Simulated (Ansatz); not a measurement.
A single point on `C[O][W]([OH])([OH])([OH])([OH])[Cl]`.

```yaml
crystal:
  periodic: [false, false, false]
  atoms:
    - {symbol: C, position_ang: [-1.088477, -2.075947, 0.358579]}
    - {symbol: O, position_ang: [-0.903066, -0.835601, -0.252319]}
    - {symbol: W, position_ang: [0.200301, 0.653439, -0.145267]}
    - {symbol: O, position_ang: [0.805730, 0.883435, -1.931865]}
    - {symbol: O, position_ang: [-1.248733, 1.786803, -0.516111]}
    - {symbol: O, position_ang: [1.358443, 2.065240, 0.422304]}
    - {symbol: O, position_ang: [0.097011, 0.424949, 1.730552]}
    - {symbol: Cl, position_ang: [2.025998, -0.944239, -0.128587]}
    - {symbol: H, position_ang: [-1.134338, -1.938329, 1.443459]}
    - {symbol: H, position_ang: [-2.016717, -2.524100, -0.001407]}
    - {symbol: H, position_ang: [-0.239605, -2.722616, 0.116876]}
    - {symbol: H, position_ang: [1.595912, 0.412436, -2.212741]}
    - {symbol: H, position_ang: [-2.079651, 1.478770, -0.886732]}
    - {symbol: H, position_ang: [1.857084, 2.498513, -0.276939]}
    - {symbol: H, position_ang: [0.770108, 0.837238, 2.280197]}
basis:
  gaussian: {orbitals: def2-TZVPP}
hamiltonian: {xc: pbe}
correlation: {method: rpa}
```

```sh
$ ansatz run in.yaml --threads 2 --pin off --events-out ev --progress --plain --max-ram 32768MiB --backend cuda --devices 0, --max-vram 18GiB
```

Output, abridged:

```
Functional definition: PBE
2396 factors; integrals over basis functions are off by at most 9.9e-4 eV
mean field evaluation 1: about -25697.6148 eV, gradient 1.4e2 eV
mean field evaluation 2: about -25697.6093 eV, gradient 1.4e2 eV
mean field evaluation 4: about -25718.5641 eV, gradient 7.5e1 eV
mean field evaluation 8: about -25730.8174 eV, gradient 7.3e0 eV
mean field evaluation 16: about -25730.9357 eV, gradient 1.1e-2 eV
mean field -25730.93566340 eV, -945.5944445755 hartree, gradient 7.1e-6 eV, S^2 0.000000; 0 other end points of the search recorded, 0 dependent functions left out
11 core orbitals not correlated: weight in the atoms' cores, before any rotation towards them, 1.000 or more for the frozen orbitals, at most 0.000 for the correlated occupied ones
reference -25643.38741916 eV, -942.3771059419 hartree; 31, 31 occupied and 340, 340 virtual orbitals, 2396 factors
Total energy: -25729.35072071 eV, -945.5361990059 hartree
```

Hardware: 2 threads of an AMD EPYC 7R13 on a shared host and a share of an NVIDIA H100 80 GB. Wall time 15 s, peak host memory 1.8 GiB.
